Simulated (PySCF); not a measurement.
Species: C₇H₉Cl₃O.
Numbering: `[CH3:1][CH2:2]/[C:3](=[CH:4]/[C:5]([CH3:6])=[O:7])[C:8]([Cl:9])([Cl:10])[Cl:11]` (hydrogens: H12, H13, H14 on C1; H15, H16 on C2; H17 on C4; H18, H19, H20 on C6)

Level of theory: PySCF, PBE0-D3(BJ)/def2-SVP geometry optimisation, gas phase.

(1) List the bond lengths, angles and torsions at this level.

## Answers

(1) 
```csv
bond,length (Å)
C1–C2,1.526
C2–C3,1.508
C3=C4,1.341
C4–C5,1.503
C5–C6,1.505
C5=O7,1.206
C3–C8,1.523
"C8–Cl9, C8–Cl10, C8–Cl11",1.786
"C1–H12, C1–H13, C1–H14",1.100
"C2–H15, C2–H16",1.101
C4–H17,1.097
"C6–H18, C6–H19, C6–H20",1.100
```

Bonds in one row agree within 0.01 Å and their mean is given. A selection of angles:
```csv
angle,degrees
C1–C2–C3,114.4
C2–C3–C4,120.3
C2–C3–C8,118.0
C4–C3–C8,121.6
C3–C4–C5,130.1
C4–C5–C6,115.7
C4–C5–O7,120.8
C6–C5–O7,123.2
C3–C8–Cl9,111.6
C3–C8–Cl11,109.4
Cl9–C8–Cl10,106.2
Cl9–C8–Cl11,108.2
Cl10–C8–Cl11,108.9
```

Dihedral angles: C1–C2–C3–C4 111° (anticlinal); C2–C3–C4–C5 -173° (antiperiplanar); C3–C4–C5–C6 -118° (anticlinal); C2–C3–C8–Cl9 -28° (synperiplanar). The mirror-image conformer, all signs reversed, is as good.

Of the pairs four or more bonds apart, C5···Cl10 is among the closest relative to their van der Waals radii: 2.93 Å, 85 % of the sum of Bondi's values. The C–C distances run from 1.341 Å (C3=C4, drawn double) to 1.526 Å (C1–C2, drawn single), a spread of 0.185 Å.

Point group: C1 (no symmetry element, even within 0.4 Å). No PBE0-D3(BJ)/def2-SVP frequencies stand behind this structure, so it isn't proved a minimum. One conformer, not necessarily the lowest.
